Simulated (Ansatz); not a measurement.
A nudged elastic band was laid between two geometries of CH8BNOSi (13 atoms, charge 0, multiplicity 1).

The calculation used RKS r2SCAN/def2-SVP (Ansatz 0.2.0).

- movable images: 9
- climbing image: yes
- spring: 5.0 eV/Å²
- optimiser: quadratic models (default)
- start path: IDPP
- force threshold: 0.05 eV/Å
- iteration limit: 54
- end points: relaxed

Initial state:

```xyz
13
Properties=species:S:1:pos:R:3
B -0.664 2.148 0.679
Si -0.931 0.392 -0.259
C 0.538 -0.803 0.064
N 0.477 -1.955 -0.794
O 1.728 -0.087 -0.293
H 0.382 2.457 1.208
H -1.549 2.969 0.718
H -0.964 0.681 -1.730
H -2.256 -0.225 0.107
H 0.600 -1.054 1.154
H 1.158 -2.661 -0.512
H -0.444 -2.385 -0.780
H 1.946 0.490 0.452
```

Final state:

```xyz
13
Properties=species:S:1:pos:R:3
B -0.661 2.153 0.659
Si -1.006 0.316 -0.080
C 0.483 -0.874 0.163
N 0.307 -2.051 -0.622
O 1.692 -0.184 -0.215
H 0.448 2.538 0.960
H -1.558 2.951 0.796
H -1.136 0.513 -1.566
H -2.293 -0.270 0.418
H 0.553 -1.190 1.226
H 1.100 -2.684 -0.500
H 0.271 -1.813 -1.614
H 1.819 0.561 0.390
```

**Question.** What changes between the two ends?

**Answer.** No bond is made or broken. The height of N4 over the plane of its neighbours goes from 0.36 to -0.38 Å.

**Question.** Give the energies along the band, and the barrier.

**Answer.** The forces met the threshold. The highest image is number 3 of 0 to 10, 0.010 eV above the first end and 0.251 eV above the last; the last end lies 0.240 eV below the first. A vibrational analysis at the climbing image gives one clearly imaginary mode, 164i cm⁻¹: a first-order saddle point.

```json
{"image": "0", "path coordinate (Å)": "0.00", "energy (eV)": "0.000", "height of N4 over the plane of its neighbours (Å)": "0.36"}
{"image": "1", "path coordinate (Å)": "0.22", "energy (eV)": "0.003", "height of N4 over the plane of its neighbours (Å)": "0.35"}
{"image": "2", "path coordinate (Å)": "0.43", "energy (eV)": "0.008", "height of N4 over the plane of its neighbours (Å)": "0.32"}
{"image": "3", "path coordinate (Å)": "0.65", "energy (eV)": "0.010", "height of N4 over the plane of its neighbours (Å)": "0.28"}
{"image": "4", "path coordinate (Å)": "0.84", "energy (eV)": "0.009", "height of N4 over the plane of its neighbours (Å)": "0.22"}
{"image": "5", "path coordinate (Å)": "1.03", "energy (eV)": "-0.008", "height of N4 over the plane of its neighbours (Å)": "0.04"}
{"image": "6", "path coordinate (Å)": "1.23", "energy (eV)": "-0.094", "height of N4 over the plane of its neighbours (Å)": "-0.15"}
{"image": "7", "path coordinate (Å)": "1.42", "energy (eV)": "-0.188", "height of N4 over the plane of its neighbours (Å)": "-0.29"}
{"image": "8", "path coordinate (Å)": "1.61", "energy (eV)": "-0.230", "height of N4 over the plane of its neighbours (Å)": "-0.36"}
{"image": "9", "path coordinate (Å)": "1.80", "energy (eV)": "-0.239", "height of N4 over the plane of its neighbours (Å)": "-0.38"}
{"image": "10", "path coordinate (Å)": "1.99", "energy (eV)": "-0.240", "height of N4 over the plane of its neighbours (Å)": "-0.38"}
```

**Question.** What is the geometry of the highest image?

**Answer.** 
```xyz
13
Properties=species:S:1:pos:R:3
B -0.669 2.151 0.660
Si -0.929 0.347 -0.180
C 0.583 -0.809 0.077
N 0.543 -1.960 -0.762
O 1.740 -0.020 -0.281
H 0.398 2.523 1.094
H -1.586 2.934 0.738
H -1.037 0.568 -1.662
H -2.219 -0.293 0.261
H 0.676 -1.084 1.153
H 0.956 -2.796 -0.361
H -0.355 -2.171 -1.183
H 1.919 0.576 0.460
```

**Question.** What are the harmonic wavenumbers there?

**Answer.** 164i, 78, 106, 144, 245, 288, 304, 386, 472, 506, 579, 615, 661, 733, 806, 895, 913, 974, 1085, 1138, 1157, 1260, 1319, 1391, 1636, 2154, 2179, 2563, 2657, 2899, 3560, 3665, 3805 cm⁻¹.

The band took 8 iterations and roughly 9 core-minutes.

The run took 4.3 min on 2 threads of Arm Neoverse V2, on a shared host, peak memory 0.17 GiB.
